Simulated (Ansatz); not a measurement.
Molecule: ethenyl(trifluoro)silane, C2H3F3Si, charge 0, multiplicity 1. 
Structure (B3LYP-D3(BJ)/def2-TZVP (Ansatz, an electronic-structure program) minimum search):
```xyz
9

C      2.3802    -0.3727    -0.1325
C      1.3690     0.0526     0.6229
Si    -0.3607     0.0621     0.0347
F     -0.4527    -0.4910    -1.4463
F     -1.3024    -0.8316     0.9415
F     -0.9844     1.5176     0.0445
H      2.2277    -0.7374    -1.1416
H      3.4029    -0.3737     0.2275
H      1.5783     0.4080     1.6280
```
Charge 0, spin multiplicity 1.

Dipole moments at this geometry, in debye (magnitudes).

```tsv
level	program	dipole (D)
revPBE/def2-TZVPD	Ansatz	2.51
B97M-V/def2-TZVPD	Ansatz	2.61
BHLYP/def2-TZVPD	Ansatz	2.78
r2SCANh/def2-TZVPD	Ansatz	2.63
r2SCAN0/def2-TZVPD	Ansatz	2.70
CAM-B3LYP/def2-TZVPD	Ansatz	2.69
LC-wPBE/def2-TZVPD	Ansatz	2.68
wB97M-V/def2-TZVPD	Ansatz	2.64
wB97X-V/def2-TZVPD	Ansatz	?
CCSD(T)/aug-cc-pV(D+d)Z	Ansatz	?
```

Question: Complete the blanks.

Answer: 
- wB97X-V/def2-TZVPD, dipole (D): 2.66
- CCSD(T)/aug-cc-pV(D+d)Z, dipole (D): 2.62
